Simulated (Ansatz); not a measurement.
Start from `C[SiH2]OC(C)=O` and change one atom or group to get `CO[SiH2]OC(C)=O`.

Ansatz, PBE0-D4/def2-TZVP geometries, multiplicity 1. Each molecule was computed in one conformer, which needn't be the lowest.

| property | `C[SiH2]OC(C)=O` |
| --- | --- |
| HOMO–LUMO gap (PBE0/def2-TZVPP) / eV | 8.22 |
| HOMO–LUMO gap (ωB97M-V/def2-TZVPP) / eV | 12.73 |
| size of the dipole moment (PBE/def2-TZVPP) / D | 2.41 |
| LUMO energy (ωB97M-V/def2-TZVPP) / eV | 2.20 |
| HOMO–LUMO gap (PBE/def2-TZVPP) / eV | 5.38 |
| size of the dipole moment (ωB97M-V/def2-TZVPP) / D | 2.44 |

(1) What does the change do to each property? (Estimate.)

Answers

(1) Ansatz gave: 
```tsv
property	`CO[SiH2]OC(C)=O`	shift
HOMO–LUMO gap (PBE0/def2-TZVPP) / eV	8.16	-0.06
HOMO–LUMO gap (ωB97M-V/def2-TZVPP) / eV	12.81	0.08
size of the dipole moment (PBE/def2-TZVPP) / D	2.58	0.17
LUMO energy (ωB97M-V/def2-TZVPP) / eV	2.24	0.04
HOMO–LUMO gap (PBE/def2-TZVPP) / eV	5.34	-0.04
size of the dipole moment (ωB97M-V/def2-TZVPP) / D	2.68	0.24
```

With PBE0 the HOMO falls by 0.06 eV and the LUMO falls by 0.13 eV, so the gap narrows by about 0.07 eV. PBE moves the HOMO by -0.08 eV and ωB97M-V by -0.04 eV. Dipoles are sizes alone; their direction can turn.
